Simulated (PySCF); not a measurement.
Atoms are numbered as in `[N:1]#[C:2][SiH2:3][CH:4]1[CH2:5][CH2:6]1`; H(Xn) means a hydrogen on atom n. Ha(C5), Ha(C6) are cis to Si3 on the ring; Hb(C5), Hb(C6) are trans to Si3 on the ring.

Geometry: PBE0-D3(BJ)/def2-SVP; GIAO shifts from PySCF, gas phase, non-relativistic, averaged over equivalent atoms.

At PBE0/pcSseg-1 (144 basis functions, 13 s wall time on 1 thread of an Arm Neoverse V2, shared host):
```
        atoms  δ (ppm)
           N1    373.2
           C2    123.7
        C5/C6      4.1
           C4    -10.4
          Si3    -56.8
       H(Si3)     4.53
Hb(C5)/Hb(C6)     0.84
Ha(C5)/Ha(C6)     0.74
        H(C4)    -0.44
```

Shifts are taken against calculated references (same method and geometry level): 15N (σ = 265.67 ppm) against NH3; 13C (σ = 184.41 ppm), 29Si (σ = 351.99 ppm), 1H (σ = 31.27 ppm) vs TMS.

Task: What do these become at KT3/pcSseg-2?

Result: 
```tsv
atoms	δ at KT3/pcSseg-2	change
N1	339.8	-33.4
C2	112.7	-11.0
C5/C6	4.0	-0.1
C4	-9.3	+1.1
Si3	-60.0	-3.2
H(Si3)	4.49	-0.04
Hb(C5)/Hb(C6)	0.82	-0.02
Ha(C5)/Ha(C6)	0.77	+0.03
H(C4)	-0.34	+0.10
```

Chemical shifts δ = σref − σ; 15N (σref 258.71) vs NH3; TMS for 13C (σref 181.31) and 29Si (σref 358.24) and 1H (σref 31.35), all at this level.

The largest change is at N1 (nitrile nitrogen). Cost: 321 basis functions, 57 s wall time on 1 thread of an Arm Neoverse V2, shared host. The order of the carbon signals is the same at both levels.

Experimental scales use liquid or dissolved standards, which lie at an offset from isolated NH3 (liquid NH3: subtract about 20 ppm). Unscaled 15N shifts of sp2 nitrogen come out 20 to 40 ppm too high even then.
